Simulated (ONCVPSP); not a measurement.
# What one change does to a pseudopotential (tin (Sn), ONCV)

Sn, optimised norm-conserving Vanderbilt (ONCV), made with ONCVPSP 4.0.1 (PBE, scalar-relativistic). Core [Ar] 3d10, reference 4s2 4p6 4d10 5s2 5p2. Waves: 4s+5s: rc 1.55 bohr, ncon 3, nbas 7, qcut 7.2 1/bohr, 3 projectors, debl 3.6 Ha; 4p+5p: rc 1.30 bohr, ncon 3, nbas 7, qcut 12.6 1/bohr, 2 projectors; 4d: rc 1.30 bohr, ncon 3, nbas 7, qcut 11.9 1/bohr, local. Local part: the d channel. Core correction: Teter function fitted to the true core (icmod 2), fcfact 0.2.

Change: s: qcut 10.5; p: qcut 18.4; d: qcut 17.4.

Cutoffs: the cutoffs (Ha) at which the residual kinetic energy of the hardest occupied pseudo-wave falls to 1 and 0.1 mHa per electron; they do not see the model core or the augmentation charge, which bear on the density cutoff. Errors are all-electron minus pseudo energies relative to the spin-unpolarised reference configuration.

**Question.** How do hardness, ghosts and transferability respond?

**Answer.** The potential gets harder (48 Ha and 58 Ha → 67 Ha and 79 Ha); of the 4 tests that both files solve, the error grows in 2 and shrinks in 1 by more than 15 % and 0.3 meV (median size 8.3 → 8.5 meV); neither file shows a bound ghost.

```tsv
quantity	base	changed
cutoff, loose	48 Ha	67 Ha
cutoff, tight	58 Ha	79 Ha
loose cutoff by channel	s 16 Ha, p 48 Ha, d 44 Ha	s 33 Ha, p 67 Ha, d 42 Ha
bound ghosts	none	none
GHOST(+) flags under 300 eV	none	none
error for 4s2 4p6 4d10 5s2 5p1, meV [ΔE 6.87 eV]	-1.2	-1.6
error for 4s2 4p6 4d10 5s2 5p0, meV [ΔE 20.83 eV]	-4.0	-4.8
error for 4s2 4p6 4d10 5s1 5p0, meV [ΔE 51.80 eV]	-13	-12
error for 4s2 4p5 4d10 5s2 5p2, meV [ΔE 97.52 eV]	-66	-54
s: phases at 1.57 bohr within 0.05 rad from the reference energy up to (Ha; the scan ends near 5)	to the end of the scan	to the end of the scan
p: phases at 1.32 bohr within 0.05 rad from the reference energy up to (Ha; the scan ends near 5)	to the end of the scan	to the end of the scan
d: phases at 1.32 bohr within 0.05 rad from the reference energy up to (Ha; the scan ends near 5)	to the end of the scan	to the end of the scan
rms error of d²Exc/dni dnj with the model core, mHa	1.60	1.15
```
